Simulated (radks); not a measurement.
Problem. The iodine ion I+, configuration [Kr] 4d10 5s2 5p4. Calculated with a radial shooting solver on a logarithmic mesh with Libxc functionals: non-relativistic Kohn-Sham, LDA (Slater exchange, Perdew-Wang correlation), spin-unpolarised, spherical densities, point nucleus; relativity is left out, which matters for an element this heavy. Some entries of the table are withheld. Estimate them.

| orbital | occ. | eigenvalue (hartree) | <1/r> (bohr^-1) | <r^2> (bohr^2) |
|---|---|---|---|---|
| 1s | 2 | -1162.141 | 52.43 | 0.001102 |
| 2s | 2 | -175.4263 | 12.03 | 0.01792 |
| 2p | 6 | -164.9566 | 12.05 | 0.01345 |
| 3s | 2 | -35.59487 | 4.385 | 0.1230 |
| 3p | 6 | -31.18267 | 4.314 | (1) |
| 3d | 10 | -22.95232 | (2) | 0.09876 |
| 4s | 2 | (3) | 1.795 | 0.6704 |
| 4p | 6 | -4.92184 | 1.694 | 0.7385 |
| 4d | 10 | -2.28649 | 1.450 | 0.9785 |
| 5s | 2 | -0.91706 | 0.6522 | 4.475 |
| 5p | 4 | (4) | 0.5511 | 6.217 |

Solution. 
(1) 3p <r^2> (bohr^2): 0.1176
(2) 3d <1/r> (bohr^-1): 4.185
(3) 4s eigenvalue (hartree): -6.46534
(4) 5p eigenvalue (hartree): -0.57066
